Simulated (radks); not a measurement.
Spherical quantum dot in the effective-mass picture: electrons in a hard-walled sphere of radius 3.13, all in effective atomic units (hartree* = m*/eps^2 hartree, bohr* = eps/m* bohr), one dielectric constant everywhere. Method: non-relativistic Kohn-Sham, PBEsol, spin-polarised, spherical densities; computed with a radial shooting solver with Libxc functionals. Levels are named by radial order and angular momentum (1s, 1p, 1d, 2s, ...), and open shells are averaged over m.

N = 6, configuration 1s2 1p(up 3, down 1). This is the lowest configuration that the search found. Occupied and some empty levels:

level    occupation  eigenvalue (hartree*)  <r> (bohr*)
1s up             1                 2.9520        1.796
1s down           1                 3.0197        1.785
1p up             3                 3.3444        1.983
1p down           1                 3.4178        1.980
1d up             0                 3.9198        2.109
1d down           0                 3.9950        2.109
2s up             0                 4.5273        1.485
2s down           0                 4.5698        1.483
1f up             0                 4.6524        2.203
1f down           0                 4.7281        2.204

Energy (hartree*): total 11.6381, kinetic 5.4045, external 0, Hartree 8.4555, exchange-correlation -2.2219.
